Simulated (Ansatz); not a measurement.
A nudged elastic band was laid between two geometries of BrH + F3H3NOTa (11 atoms, charge 0, multiplicity 1).

Computed with RKS PBE/def2-SVP (Ansatz 0.2.0).

```
movable images  : 9
climbing image  : yes
spring          : 5.0 eV/Å²
optimiser       : quadratic models (default)
start path      : through a guess of the saddle point
force threshold : 0.03 eV/Å
iteration limit : 60
end points      : relaxed
```

Initial state:

```xyz
11
Properties=species:S:1:pos:R:3
Ta -0.229 0.105 0.237
O 1.640 -0.202 0.575
H 2.410 0.387 0.674
F -0.630 0.621 2.029
F -0.101 -0.097 -1.654
N -0.764 1.954 -0.196
H -1.120 2.616 0.501
H -0.884 2.296 -1.154
F -1.445 -1.341 0.346
Br 2.380 -3.475 0.874
H 2.201 -2.039 0.763
```

Final state:

```xyz
11
Properties=species:S:1:pos:R:3
Ta -0.247 -0.445 0.241
O 2.005 0.129 0.316
H 2.203 0.658 1.115
F -0.093 0.111 2.063
F 0.097 -0.568 -1.619
N -0.599 1.478 -0.128
H -0.764 2.196 0.587
H -0.565 1.894 -1.065
F -1.978 -1.172 0.317
Br 0.963 -2.709 0.701
H 2.437 -0.747 0.467
```

**Question.** What changes between the two ends?

**Answer.** Bonds broken: Br10–H11. Bonds formed: Ta1–Br10, O2–H11. BrH + F3H3NOTa becomes BrF3H4NOTa.

**Question.** Give the energies along the band, and the barrier.

**Answer.** The forces met the threshold. The highest image is number 5 of 0 to 10, 8.3 kJ/mol above the first end and 66.9 kJ/mol above the last; the last end lies 58.6 kJ/mol below the first. A vibrational analysis at the climbing image gives one clearly imaginary mode, 94i cm⁻¹: a first-order saddle point. The orbitals stay closed-shell, which can raise the energy where a bond breaks towards radicals; this wasn't checked here.

```csv
image,path coordinate (Å),energy (kJ/mol),Br10–H11 (Å),Ta1–Br10 (Å),O2–H11 (Å)
0,0.00,0.0,1.45,4.47,1.93
1,0.37,0.3,1.45,4.27,1.95
2,0.75,1.2,1.45,4.08,1.91
3,1.12,3.4,1.46,3.80,1.85
4,1.50,6.3,1.47,3.49,1.76
5,1.88,8.3,1.52,3.21,1.56
6,2.20,-0.9,1.71,3.03,1.24
7,2.53,-30.3,1.94,2.84,1.06
8,2.86,-49.5,2.16,2.69,1.01
9,3.18,-56.8,2.36,2.63,0.99
10,3.51,-58.6,2.46,2.61,0.99
```

**Question.** What is the geometry of the highest image?

**Answer.** 
```xyz
11
Properties=species:S:1:pos:R:3
Ta -0.072 -0.089 0.228
O 1.931 -0.049 0.377
H 2.406 0.504 1.025
F -0.129 0.411 2.071
F 0.058 -0.378 -1.644
N -0.713 1.720 -0.164
H -0.996 2.389 0.559
H -0.904 2.065 -1.111
F -1.562 -1.235 0.441
Br 1.358 -2.925 0.654
H 2.082 -1.588 0.558
```

**Question.** What are the harmonic wavenumbers there?

**Answer.** 94i, 43, 82, 93, 112, 175, 195, 226, 250, 259, 295, 420, 475, 514, 562, 612, 630, 651, 670, 676, 702, 822, 1433, 1733, 3468, 3579, 3737 cm⁻¹.

The band took 15 iterations and roughly 19 core-minutes.

Time of the run: 4.9 min on 4 threads of Arm Neoverse V2 (shared host), peak memory 0.25 GiB.
